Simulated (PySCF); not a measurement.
**Bond length, frequency and bond energy of SnH⁺ by level of theory**

State: ¹Σ⁺ (singlet), closed shell. Set-up: PySCF, scalar-relativistic core potentials, basis sets Sn def2-SVPD with ECP28, H def2-SVPD. De refers to Sn⁺ + H in their high-spin ground configurations, without counterpoise correction. A positive dipole points towards H; it is taken about the centre of mass and depends on that origin.

```csv
Level,Re (Å),ωe (cm⁻¹),De (eV),μ (D),"CPU s a point (SCF and correlation, without the integrals)"
RHF,1.752,1919,1.82,0.21,0.028
RHF-MP2,1.752,1876,2.49,n/a,0.044
RHF-SCS-MP2,1.755,1865,2.58,n/a,n/a
RHF-CCSD,1.762,1811,2.65,n/a,n/a
RHF-CCSD(T),1.764,1801,2.67,n/a,0.48
PBE,1.791,1739,2.72,-0.04,0.33
PBEsol,1.787,1746,2.85,0.06,0.25
PW91,1.788,1747,2.74,-0.03,0.26
r²SCAN,1.770,1806,2.72,0.05,0.51
B3LYP,1.779,1785,2.77,-0.05,0.38
PBE0,1.771,1814,2.67,0.05,0.62
LC-ωPBE,1.749,1902,2.62,0.20,0.41
```

The bond length runs from 1.749 Å (LC-ωPBE) to 1.791 Å (PBE). De spans 1.82 eV (RHF, mean field) to 2.85 eV (PBEsol, GGA). Correlation at CCSD(T) changes the Hartree–Fock bond energy by +0.85 eV; the triples alone change it by +0.02 eV.

Correlated steps freeze 4 core orbitals. Correlated levels converge slowly with the basis: in double zeta they bind strong bonds too weakly, by up to about 1 eV, and carry superposition errors of some tenths. Spin–orbit coupling is left out, which matters for elements this heavy, above all for dissociation energies. For an ion De counts to the pair picked by the measured ionisation energies or electron affinities, which need not be the lowest pair at this level. Where the molecule has an RHF reference, its open-shell atoms are computed with UHF.

The whole job (state search and all levels along the bond) took about 0.84 min on 1 thread of Arm Neoverse V1 (shared host), peak memory 0.46 GiB.
